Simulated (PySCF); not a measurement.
SMILES F[SiH2]O[SiH3] at its PBE0/def2-SVP optimised geometry (Å):

```
9

F      1.6040    -1.5912     0.0000
Si    -0.0174    -1.5912     0.0000
O     -0.5503    -0.0434     0.0000
Si    -0.2800     1.5963     0.0398
H     -0.4684    -2.2755    -1.2370
H     -0.4666    -2.2784     1.2363
H     -1.6040     2.2784     0.0327
H      0.4672     1.9649     1.2777
H      0.5070     2.0164    -1.1562
```

Level of theory: PBE0/def2-TZVP (PySCF). Cells within 0.4 Å of a nucleus heavier than hydrogen are left out (blank, or x).

Map of the electron localisation function on the plane z = 0.0 Å:

```
|0000000000000000000000000000000|
|0000000000000000000000000000000|
|0000000024420000000000000000000|
|0000001699962000000000000000000|
|0000017999996100000000000000000|
|0000059999998310000000000000000|
|0000189999999511221000000000000|
|0000299999999401332100000000000|
|0000299999997020143210000000000|
|0000189999991xxx034210000000000|
|0000048999970xxx023210000000000|
|00000013333202x3011100000000000|
|0000000000124311210000000000000|
|0000000000367887520000000000000|
|0000000003688x78630000000000000|
|000000002578xxx8740000000000000|
|0000000025788xx8720012210000000|
|0000000024678888511355531000000|
|0000000001356631114678752000000|
|000000000001202x207888863100000|
|00000000000000xxx077xx874100000|
|00000000000110xxx078xx874100000|
|0000000000023102016788863100000|
|0000000000023321013677642000000|
|0000000000012332101344421000000|
|0000000000001111000112110000000|
|0000000000000000000000000000000|
|0000000000000000000000000000000|
|0000000000000000000000000000000|
|0000000000000000000000000000000|
|0000000000000000000000000000000|
```
Scale: ten equal steps from 0.000 (start of '0') to 1.000 (end of '9'), in the order '0123456789'; x runs from -4.50 to 4.50, y from -4.50 (bottom) to 4.50 (top).
